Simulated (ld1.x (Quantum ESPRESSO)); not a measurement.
# An all-electron radial function and its pseudo partner (Ti (Z = 22))

Columns: radius, all-electron u(r) and pseudo u(r) of the 3d shell (level -4.42 eV) of titanium in the configuration [Ar] 3d2 4s2 4p0; PBE, non-relativistic, ultrasoft scheme, ld1.x (Quantum ESPRESSO) 7.5.

```tsv
r (bohr)	all-electron	pseudo
0.180	0.1152	0.0066
0.360	0.3753	0.0486
0.540	0.5906	0.1442
0.720	0.7185	0.2850
0.900	0.7690	0.4400
1.080	0.7670	0.5703
1.260	0.7350	0.6470
1.440	0.6881	0.6628
1.620	0.6354	0.6327
1.800	0.5820	0.5821
1.980	0.5306	0.5306
2.160	0.4826	0.4826
2.340	0.4386	0.4386
2.520	0.3986	0.3986
2.700	0.3622	0.3622
2.880	0.3291	0.3291
3.060	0.2989	0.2989
3.240	0.2713	0.2713
3.420	0.2461	0.2461
3.600	0.2231	0.2231
3.780	0.2020	0.2020
3.960	0.1828	0.1828
4.140	0.1653	0.1653
4.320	0.1494	0.1494
4.500	0.1349	0.1349
4.680	0.1218	0.1218
```

Task: How many radial nodes do the two functions have?

Result: The all-electron 3d function has n − l − 1 = 0; the pseudo-wave has 0.

Task: At about which radius was the pseudo-wave matched?

Result: 1.95 bohr, where the columns begin to agree (steps of 0.18 bohr).

Task: Where does each function peak?

Result: Outermost all-electron maximum near 0.90 bohr, pseudo maximum near 1.44 bohr (to the table’s step).

Task: Is the pseudo-wave norm-conserving?

Result: No, it belongs to an ultrasoft set: the norm inside the radius is not constrained, and the difference is carried by the augmentation charge.
